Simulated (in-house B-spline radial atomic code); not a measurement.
The numbers below are computed, except where a source is named.
Making a Troullier-Martins s channel for Cr, r_c = 3.51 bohr

Cr, [Ar] 3d5 4s1, non-relativistic PBE, spherical and spin-unpolarised, from an all-electron radial atomic-structure program (B-spline basis) (atomic units). The all-electron 4s level is ε = -0.143799 hartree, its outermost node lies just inside 1.15 bohr and its outer maximum at 2.79 bohr.

Inside r_c the pseudo-orbital is u(r) = r^1 exp(p(r)), with p = c0 + c2 r² + c4 r⁴ + … + c12 r¹². The seven coefficients follow from p and its first four derivatives at r_c, from zero curvature of the screened potential at the origin, c4 = −c2²/(2l + 5), and from the norm inside r_c. At r_c the all-electron orbital has P = 0.5329656, P' = -0.1092035, the screened potential V = -0.2216066, V' = 0.1264192, V'' = -0.09202941, and the norm inside is Q = 0.5755064.

Question: What are p, p' and p'' at r_c?

Answer: p = ln(P/r_c^1) = ln(0.5329656/3.51) = -1.88491. p' = P'/P − 1/r_c = -0.20490 − 0.28490 = -0.48980. The radial equation gives p'' = 2(V − ε) − 2(1) p'/r_c − p'² = -0.15562 − (-0.27909) − 0.23990 = -0.11643. Differentiating, p''' = 2V' + 2(1)p'/r_c² − 2(1)p''/r_c − 2p'p'' = 0.12561, and p'''' = 2V'' − 4(1)p'/r_c³ + 4(1)p''/r_c² − 2(1)p'''/r_c − 2p''² − 2p'p''' = -0.15219.

For a trial c2 the five matching conditions are linear in c0, c6, c8, c10 and c12, and c2 is varied until the norm inside r_c equals Q. The root nearest zero gives:

```tsv
n	c_n
0	-1.735694
2	0.105323
4	-0.002218585
6	-0.003192691
8	0.0003928574
10	-1.891021e-05
12	3.365326e-07
```

Question: Check c4 and p(r_c), and find the screened pseudopotential at the origin.

Answer: −c2²/5 = -0.00221859, as listed. The terms c_n r_c^n are -1.73569, 1.29759, -0.33675, -5.97035, 9.05090, -5.36744, 1.17683, which sum to -1.88491. Inverting the radial equation, V_l(r) = ε + 1 p'/r + (p'' + p'²)/2, so V_l(0) = ε + (2l + 3) c2 = -0.143799 + 3 × (0.105323) = 0.1722 hartree, finite where the all-electron potential diverges.

Orbitals and screened potentials:

```csv
r (bohr),P,u,V all-electron,V pseudo
0.351,0.00508,0.06268,-28.26,0.1711
0.878,-0.1778,0.1674,-4.933,0.1358
1.404,0.1974,0.2963,-1.625,-0.01935
1.93,0.4571,0.441,-0.7596,-0.2881
2.457,0.5642,0.55,-0.4464,-0.4505
2.984,0.5748,0.5737,-0.3043,-0.3489
3.51,0.533,0.533,-0.2216,-0.2216
```

Logarithmic derivatives P'/P at R = 3.81 bohr, for energies E around ε:

```csv
E − ε (hartree),all-electron,pseudo
-0.5,0.878133,0.872223
-0.25,0.507038,0.502209
-0.1,0.146158,0.144138
0,-0.257206,-0.257208
0.1,-1.07472,-1.09055
0.25,-49.1956,50.2583
0.5,1.55638,1.20827
```

Question: With P(R) = 0.4971095 and a norm of 0.6552615 inside R, what slope in energy does norm conservation fix?

Answer: d(P'/P)/dE = −2 × (norm inside R)/P(R)² = -5.3032 per hartree·bohr at E = ε, for both atoms, since orbital and norm agree at R. Differences over ±0.1 hartree give -6.1044 (all-electron) and -6.1734 (pseudo), which also hold third-order terms. Half a hartree below ε the two curves differ by -0.0059.
